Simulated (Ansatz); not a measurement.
Te₂Pb⁺. Total charge 1; doublet. Geometry PBE0-D4/def2-SVP, basis def2-TZVP, Ansatz.

Cartesian coordinates in Å:
```
Pb -0.3798 1.6811 0.1319
Te -1.0434 -1.1532 0.3679
Te 1.4233 -0.5279 -0.4998
```

```tsv
run	HOMO (eV)	LUMO (eV)
A	-12.99	-6.75
B	-11.35	-8.42
C	-10.39	-9.12
D	-13.54	-6.55
E	-10.05	-9.25
F	-10.01	-9.15
```

In the def2 sets Pb, Te take a core potential; there is no spin–orbit coupling. LC-ωPBE has ω = 0.4 bohr⁻¹. The structure comes from a short search, and lower isomers may exist.

HOMO and LUMO are taken over both spins.

Q: The runs used LC-ωPBE, PBE, r2SCAN, r2SCAN0, revPBE, ωB97M-V. Estimate which is which.

A: A ωB97M-V (range-separated); B r2SCAN0 (25 % exact exchange); C r2SCAN (0 % exact exchange); D LC-ωPBE (range-separated); E PBE (0 % exact exchange); F revPBE (0 % exact exchange). Exact exchange lowers occupied and raises empty levels; among semilocal functionals meta-GGAs tend to open the gap a little, and such runs are hard to tell apart. The gap grows from 0.80 eV (PBE) to 6.99 eV (LC-ωPBE).
